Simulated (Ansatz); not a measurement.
# Nudged elastic band run: BF₂H₄NS

input.yaml

```yaml
crystal:
  periodic: [false, false, false]
  atoms:
    - { symbol: B, position_ang: [0.068725, -0.303508, 0.281247] }
    - { symbol: "N", position_ang: [0.091312, -0.373953, 1.688834] }
    - { symbol: H, position_ang: [-0.758191, -0.475375, 2.243392] }
    - { symbol: H, position_ang: [0.959161, -0.45709, 2.216251] }
    - { symbol: F, position_ang: [1.202419, -0.281881, -0.428836] }
    - { symbol: F, position_ang: [-1.096499, -0.256801, -0.381976] }
    - { symbol: S, position_ang: [-0.578181, 3.197711, 0.893673] }
    - { symbol: H, position_ang: [-1.607172, 2.596079, 0.234102] }
    - { symbol: H, position_ang: [-0.280775, 2.029019, 1.534115] }
basis:
  gaussian: { orbitals: def2-SVP }
hamiltonian:
  xc: pbe
neb:
  order_check: false
  images: 4
  f_tol: 0.05
  max_iterations: 60
  climbing: false
  final_atoms:
    - { symbol: B, position_ang: [-0.07267929, 0.58432876, 0.18699678] }
    - { symbol: "N", position_ang: [0.07994151, 0.15976814, 1.82083618] }
    - { symbol: H, position_ang: [-0.82230601, 0.27197553, 2.30506997] }
    - { symbol: H, position_ang: [0.40031266, -0.81706331, 1.92947016] }
    - { symbol: F, position_ang: [1.201769, 0.38895671, -0.3013269] }
    - { symbol: F, position_ang: [-1.01954743, -0.30171207, -0.28549686] }
    - { symbol: S, position_ang: [-0.59439628, 2.4296397, 0.17168526] }
    - { symbol: H, position_ang: [-1.92984742, 2.17014176, 0.17670671] }
    - { symbol: H, position_ang: [0.75755226, 0.78816578, 2.2768607] }
  initial_path:
    images:
      - { positions_ang: [[0.068725, -0.303508, 0.281247], [0.091312, -0.373953, 1.688834], [-0.758191, -0.475375, 2.243392], [0.959161, -0.45709, 2.216251], [1.202419, -0.281881, -0.428836], [-1.096499, -0.256801, -0.381976], [-0.578181, 3.197711, 0.893673], [-1.607172, 2.596079, 0.234102], [-0.280775, 2.029019, 1.534115]] }
      - { positions_ang: [[0.03754578, -0.1839473, 0.1691435], [0.05152251, -0.22488776, 1.77369442], [-0.81032292, -0.38904607, 2.31880659], [0.92461238, -0.17072477, 2.30176653], [1.17481123, -0.17773313, -0.52115025], [-1.1189326, -0.15008267, -0.49254547], [-0.44863778, 2.7427366, 0.81145266], [-1.58415592, 2.55802617, 0.29705161], [-0.22564366, 1.66985992, 1.62258241]] }
      - { positions_ang: [[0.00636656, -0.0643866, 0.05703999], [0.01173301, -0.07582251, 1.85855484], [-0.86245484, -0.30271714, 2.39422119], [0.89006375, 0.11564047, 2.38728207], [1.14720345, -0.07358526, -0.61346449], [-1.1413662, -0.04336435, -0.60311495], [-0.31909457, 2.2877622, 0.72923232], [-1.56113984, 2.51997334, 0.36000122], [-0.17051233, 1.31070084, 1.71104982]] }
      - { positions_ang: [[-0.0219143, 0.11318075, 0.03818995], [0.00945892, 0.03092172, 1.88495528], [-0.87527784, -0.15324704, 2.40655678], [0.77829408, 0.0436458, 2.3299259], [1.14707345, 0.06058229, -0.58796267], [-1.12597589, -0.05234656, -0.58381912], [-0.32233762, 2.13414794, 0.58483477], [-1.62567492, 2.4347859, 0.34852216], [0.03715312, 1.0625302, 1.85959896]] }
      - { positions_ang: [[-0.04729679, 0.34875475, 0.11259336], [0.04470021, 0.09534493, 1.85289573], [-0.84879193, 0.05936425, 2.35581338], [0.58930337, -0.38670875, 2.12969803], [1.17442123, 0.2247695, -0.44464479], [-1.07276166, -0.17702931, -0.43465799], [-0.45836695, 2.28189382, 0.37826002], [-1.77776117, 2.30246383, 0.26261443], [0.39735269, 0.92534799, 2.06822983]] }
      - { positions_ang: [[-0.07267929, 0.58432876, 0.18699678], [0.07994151, 0.15976814, 1.82083618], [-0.82230601, 0.27197553, 2.30506997], [0.40031266, -0.81706331, 1.92947016], [1.201769, 0.38895671, -0.3013269], [-1.01954743, -0.30171207, -0.28549686], [-0.59439628, 2.4296397, 0.17168526], [-1.92984742, 2.17014176, 0.17670671], [0.75755226, 0.78816578, 2.2768607]] }
```

Run as:

```bash
$ ansatz run input.yaml --threads 2 --pin off --max-ram 3072MiB --backend cpu --events-out ev --progress --plain --runs-dir out
```

Output, in part (warnings, iteration lines, the closing report on the highest movable image, with atoms numbered from 0):

```
NEB end point (image 0): max|allowed force component| = 2.836e-2 eV/Å (the criterion of neb.relax_end_points is 1.000e-2)
NEB end point (image 5): max|allowed force component| = 2.262e-2 eV/Å (the criterion of neb.relax_end_points is 1.000e-2)
NEB iter   1: max|band force component| = 1.798e1 eV/Å  barrier→ = 3.3193 eV  barrier← = 3.5091 eV  Δτ_max = 0.1962 Å  (171 SCF iters)
NEB iter   2: max|band force component| = 4.576e0 eV/Å  barrier→ = 1.8843 eV  barrier← = 2.0742 eV  Δτ_max = 0.2000 Å  (127 SCF iters)
NEB iter   3: max|band force component| = 3.299e0 eV/Å  barrier→ = 1.0163 eV  barrier← = 1.2061 eV  Δτ_max = 0.1932 Å  (126 SCF iters)
NEB iter   4: max|band force component| = 1.227e0 eV/Å  barrier→ = 0.8791 eV  barrier← = 1.0690 eV  Δτ_max = 0.1313 Å  (119 SCF iters)
NEB iter   5: max|band force component| = 1.079e0 eV/Å  barrier→ = 0.7659 eV  barrier← = 0.9558 eV  Δτ_max = 0.1939 Å  (120 SCF iters)
NEB iter   6: max|band force component| = 4.176e-1 eV/Å  barrier→ = 0.6903 eV  barrier← = 0.8802 eV  Δτ_max = 0.0486 Å  (120 SCF iters)
NEB iter   7: max|band force component| = 4.688e-1 eV/Å  barrier→ = 0.6846 eV  barrier← = 0.8745 eV  Δτ_max = 0.0232 Å  (115 SCF iters)
NEB iter   8: max|band force component| = 1.858e-1 eV/Å  barrier→ = 0.6823 eV  barrier← = 0.8722 eV  Δτ_max = 0.0244 Å  (115 SCF iters)
NEB iter   9: max|band force component| = 1.134e-1 eV/Å  barrier→ = 0.6795 eV  barrier← = 0.8694 eV  Δτ_max = 0.0244 Å  (116 SCF iters)
NEB iter  10: max|band force component| = 7.947e-2 eV/Å  barrier→ = 0.6748 eV  barrier← = 0.8646 eV  Δτ_max = 0.0243 Å  (109 SCF iters)
NEB iter  11: max|band force component| = 9.139e-2 eV/Å  barrier→ = 0.6684 eV  barrier← = 0.8582 eV  Δτ_max = 0.0243 Å  (109 SCF iters)
NEB iter  12: max|band force component| = 8.804e-2 eV/Å  barrier→ = 0.6600 eV  barrier← = 0.8499 eV  Δτ_max = 0.0243 Å  (109 SCF iters)
NEB iter  13: max|band force component| = 9.803e-2 eV/Å  barrier→ = 0.6510 eV  barrier← = 0.8409 eV  Δτ_max = 0.0243 Å  (109 SCF iters)
NEB iter  14: max|band force component| = 7.128e-2 eV/Å  barrier→ = 0.6398 eV  barrier← = 0.8297 eV  Δτ_max = 0.0243 Å  (107 SCF iters)
NEB iter  15: max|band force component| = 8.963e-2 eV/Å  barrier→ = 0.6307 eV  barrier← = 0.8205 eV  Δτ_max = 0.0122 Å  (102 SCF iters)
NEB iter  16: max|band force component| = 3.199e-2 eV/Å  barrier→ = 0.6247 eV  barrier← = 0.8145 eV  Δτ_max = 0.0000 Å  (213 SCF iters)
Total energy: -18482.46353729 eV, -679.2180071315 hartree
Atom 0 at    -0.025458     0.217451     0.210713 Å, force    -0.064410     0.471896    -0.091530 eV/Å
Atom 1 at    -0.033064     0.099880     1.778001 Å, force    -0.021149     0.294326     0.084580 eV/Å
Atom 2 at    -0.829526    -0.410115     2.185294 Å, force     0.009334     0.045426    -0.066673 eV/Å
Atom 3 at     0.846487    -0.214320     2.212772 Å, force    -0.021198     0.014174    -0.102753 eV/Å
Atom 4 at     1.175020    -0.043493    -0.352548 Å, force    -0.001283     0.067771     0.040127 eV/Å
Atom 5 at    -1.134161    -0.280169    -0.384429 Å, force    -0.022492     0.019845     0.052304 eV/Å
Atom 6 at    -0.242681     2.496153     0.440403 Å, force     0.033483    -0.360137    -0.358471 eV/Å
Atom 7 at    -1.605605     2.462711     0.486265 Å, force     0.034156    -0.034725    -0.053474 eV/Å
Atom 8 at    -0.150213     1.346104     1.704331 Å, force     0.053560    -0.518577     0.495890 eV/Å
Dipole moment:    -0.141312    -0.376491     0.837358 e Å
```

The run converged. No image climbed, so the highest image needn't sit at the top of the path. The orbitals stay closed-shell, which can raise the energy where a bond breaks towards radicals; this wasn't checked here.

Final band (atoms are numbered from 1 in the order of the input):

```tsv
image	path coordinate (Å)	energy (eV)	S7–H9 (Å)	B1–S7 (Å)	N2–H9 (Å)
0	0.00	0.00	1.37	3.61	2.44
1	0.78	0.13	1.38	2.98	2.00
2	1.55	0.62	1.71	2.30	1.25
3	2.33	-0.14	2.51	1.94	1.03
4	3.11	-0.18	2.78	1.92	1.03
5	3.89	-0.19	2.99	1.92	1.03
```

Time of the run: 99 s on 2 threads of Arm Neoverse V1, with other jobs on the host, peak memory 0.13 GiB.
